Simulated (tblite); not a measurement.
Parent: `[CH3:1][C@@H:2]1[CH2:3][P@:4]1(=[O:5])[c:6]1[cH:7][cH:8][cH:9][o:10]1` with C3–P4–C6–C7 158°, C7H9O2P.

The geometries are computed with GFN2-xTB (gas phase). One conformer each, not checked by frequencies here.

```csv
coordinate of the parent,value
C1–C2,1.505 Å
C2–C3,1.564 Å
C3–P4,1.810 Å
P4=O5,1.468 Å
P4–C6,1.786 Å
C6–C7,1.369 Å
C7–C8,1.412 Å
C8–C9,1.362 Å
C9–O10,1.341 Å
C2–P4,1.816 Å
C6–O10,1.349 Å
C1–C2–C3,117.1°
C1–C2–P4,125.5°
C3–C2–P4,64.2°
C2–C3–P4,64.7°
C3–P4–O5,123.9°
C3–P4–C6,112.1°
O5–P4–C6,116.1°
C2–P4–C3,51.1°
C2–P4–O5,123.8°
C2–P4–C6,114.0°
P4–C6–C7,127.9°
P4–C6–O10,121.6°
C7–C6–O10,110.5°
C6–C7–C8,105.8°
C7–C8–C9,106.0°
C8–C9–O10,110.9°
```

**Question.** How does the shared frame change in `[CH3:1][C@@H:2]1[CH2:3][P@@:4]1(=[O:5])[c:6]1[cH:7][cH:8][o:9][cH:10]1` with C3–P4–C6–C7 28°, C7H9O2P? Atoms pair as C1 = C1, C2 = C2, C3 = C3, P4 = P4, O5 = O5, C6 = C6 (parent first).

**Answer.** 
| parent | relative | value in the relative | change |
| --- | --- | --- | --- |
| C1–C2 | C1–C2 | 1.505 Å | 0.000 |
| C2–C3 | C2–C3 | 1.563 Å | -0.001 |
| C3–P4 | C3–P4 | 1.812 Å | +0.002 |
| P4=O5 | P4=O5 | 1.468 Å | 0.000 |
| P4–C6 | P4–C6 | 1.784 Å | -0.002 |
| C2–P4 | C2–P4 | 1.818 Å | +0.002 |
| C1–C2–C3 | C1–C2–C3 | 116.8° | -0.3 |
| C1–C2–P4 | C1–C2–P4 | 118.1° | -7.4 |
| C3–C2–P4 | C3–C2–P4 | 64.3° | +0.1 |
| C2–C3–P4 | C2–C3–P4 | 64.7° | 0.0 |
| C3–P4–O5 | C3–P4–O5 | 122.8° | -1.1 |
| C3–P4–C6 | C3–P4–C6 | 112.2° | +0.1 |
| O5–P4–C6 | O5–P4–C6 | 117.4° | +1.3 |
| C2–P4–C3 | C2–P4–C3 | 51.0° | -0.1 |
| C2–P4–O5 | C2–P4–O5 | 123.7° | -0.1 |
| C2–P4–C6 | C2–P4–C6 | 113.0° | -1.0 |

No shared bond changes by more than 0.004 Å. Bonds of the relative outside the shared frame: C6–C7 1.421, C7–C8 1.358, C8–O9 1.345, O9–C10 1.335, C6–C10 1.368 Å. Point group C1 → C1.
